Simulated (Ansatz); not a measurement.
Gas-phase electronic energies from Ansatz, PBE0-D4/def2-TZVP geometries. CCSD(T)/CBS is the MP2 limit (def2-TZVPP, def2-QZVPP) plus CCSD(T) − MP2 in def2-TZVPP, frozen cores. This one scheme is used for every species. Functionals use def2-TZVPP. HSE06 is defined as in plane-wave codes. Each species was taken in one conformer, which may not be the lowest.

`O=C=[N][AlH2]` + `OP[SiH3]` → `O[P]([AlH2])[SiH3]` + `N=C=O`  (ligand exchange at the Al–N bond)

`O=C=[N][AlH2]`:

Cartesian coordinates in Å:
```
O -2.304 -1.638 -0.629
C -1.377 -0.977 -0.377
N -0.426 -0.300 -0.119
Al 0.983 0.698 0.269
H 1.272 1.940 -0.656
H 1.852 0.276 1.513
```

`OP[SiH3]`:

```xyz
8

O     1.162   -1.007    1.093
P     0.407   -1.077   -0.391
Si   -0.838    0.804   -0.245
H     1.258   -1.897    1.439
H     1.400   -0.438   -1.192
H    -1.320    1.099   -1.622
H    -0.066    1.963    0.277
H    -2.004    0.552    0.641
```

`O[P]([AlH2])[SiH3]`:

```xyz
10

O     0.970   -0.184    1.823
P    -0.404   -0.521    0.919
Al    0.458   -1.731   -0.859
Si   -0.703    1.385   -0.244
H     0.722   -0.082    2.745
H     1.888   -2.404   -0.767
H    -0.505   -1.908   -2.107
H    -1.045    2.482    0.700
H     0.469    1.831   -1.051
H    -1.850    1.132   -1.158
```

`N=C=O`:

Cartesian coordinates in Å:
```
N 0.686 0.325 0.098
C -0.255 -0.377 -0.185
O -1.066 -1.137 -0.519
H 0.635 1.190 0.606
```

CCSD(T)/CBS gives +105.3 kJ/mol.

Another level gave +117.2 kJ/mol. Which?
A. ωB97M-V/def2-TZVPP
B. HSE06/def2-TZVPP
C. B2PLYP/def2-TZVPP
D. SCS-MP2/def2-TZVPP

D. SCS-MP2/def2-TZVPP 117.2, HSE06 95.6, B2PLYP 112.8, ωB97M-V 107.4 kJ/mol.

What do rigid-rotor, harmonic-oscillator terms from PBE0-D4/def2-TZVP frequencies (298.15 K, 1 bar) make of the CCSD(T)/CBS value? (An estimate is asked.)

Computed: ΔZPE = 0.0 kJ/mol, ΔH = +107.2 kJ/mol, ΔS = 2 J/(mol·K), ΔG = +106.4 kJ/mol.

Largest T1 diagnostic among the species: 0.018.

At CCSD(T), def2-SVP lies +11.2 kJ/mol from the extrapolated value and def2-TZVPP +2.7 kJ/mol. The D4 term adds −6.1 kJ/mol with B3LYP and −3.4 kJ/mol with PBE0; it sums over pairs of atoms, weighted by their polarisabilities, and B3LYP, whose exchange is more repulsive, gets the larger term.

B3LYP here is the variant with VWN-RPA as its local correlation; programs differ in this.
